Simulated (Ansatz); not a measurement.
Input file for Ansatz (a first-principles code): SC-NEVPT2 on CASSCF(2,2)/def2-SVP on CH4Cd (SMILES [CH3][CdH]), a point of a bond scan (R = 4.543 Å). Elements past Kr take the def2 small-core potentials; no spin–orbit coupling.

Ansatz 0.2 input:
```yaml
crystal:
  periodic: [false, false, false]
  atoms:
    - {symbol: Cd, position_ang: [-0.28068773, -0.15103297, -0.04141861]}
    - {symbol: H, position_ang: [-4.24768414, -2.28560170, -0.62679327]}
    - {symbol: C, position_ang: [1.58135131, 0.85089642, 0.23334606]}
    - {symbol: H, position_ang: [2.03123692, 0.55928180, 1.18282066]}
    - {symbol: H, position_ang: [1.43288682, 1.93112443, 0.23532541]}
    - {symbol: H, position_ang: [2.27072534, 0.59541191, -0.57190501]}
basis:
  gaussian:
    orbitals: def2-SVP
    pivot_positions_ang: [[-0.28068773, -0.15103297, -0.04141861], [-4.24768414, -2.28560170, -0.62679327], [1.58135131, 0.85089642, 0.23334606], [2.03123692, 0.55928180, 1.18282066], [1.43288682, 1.93112443, 0.23532541], [2.27072534, 0.59541191, -0.57190501]]…
magnetization: {spin_polarized: false}
correlation: {method: sc_nevpt2, electrons: outside_noble_gas, active_space: {window: {electrons: 2, orbitals: 2}}}
output: {orbitals: {seedname: ./end}}
```

### Question
What total energy does the run end on?

### Answer
-207.2964 hartree.
